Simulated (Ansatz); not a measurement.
Program: Ansatz. Geometries: PBE0-D4/def2-TZVP. ΔE: electronic, gas phase. CCSD(T)/CBS adds triple-zeta CCSD(T) − MP2 to the extrapolated MP2 energy (def2 sets, frozen cores). This one scheme is used for every species. DFT in def2-TZVPP. B3LYP here is the variant with VWN-RPA as its local correlation; programs differ in this. One conformer a species, not always the lowest.

`CB(O)SCO` + `NCCO` → `CB(O)CO` + `NCSCO`  (formal exchange of groups at a B–S bond)

Question: Is it downhill or uphill in electronic energy at CCSD(T)/CBS, and by how much? (Estimate.)

Answer: Ansatz gave: Uphill: ΔE = +85.7 kJ/mol.

Question: What do these levels give: PBE0-D4, ωB97X-V, ωB97M-V, B2PLYP, PBE, r2SCAN, B3LYP, CCSD/def2-TZVPP, CCSD(T)/def2-TZVPP, MP2/def2-QZVPP, MP2/CBS(def2), CCSD/CBS(def2)? (An estimate is asked.)

Answer: Ansatz gave: PBE0-D4 82.9, ωB97X-V 82.4, ωB97M-V 81.7, B2PLYP 82.2, PBE 77.7, r2SCAN 83.4, B3LYP 77.0, CCSD/def2-TZVPP 86.1, CCSD(T)/def2-TZVPP 87.0, MP2/def2-QZVPP 89.4, MP2/CBS(def2) 89.0, CCSD/CBS(def2) 84.8 kJ/mol.

Largest T1 diagnostic among the species: 0.012.

From PBE to PBE0 (25 % exact exchange), in def2-TZVPP and without D4, ΔE moves by +3.8 kJ/mol. In def2-TZVPP, CCSD(T) changes the Hartree–Fock value by +3.9 kJ/mol (the triples alone add +0.8 kJ/mol) and MP2 by +7.2 kJ/mol.
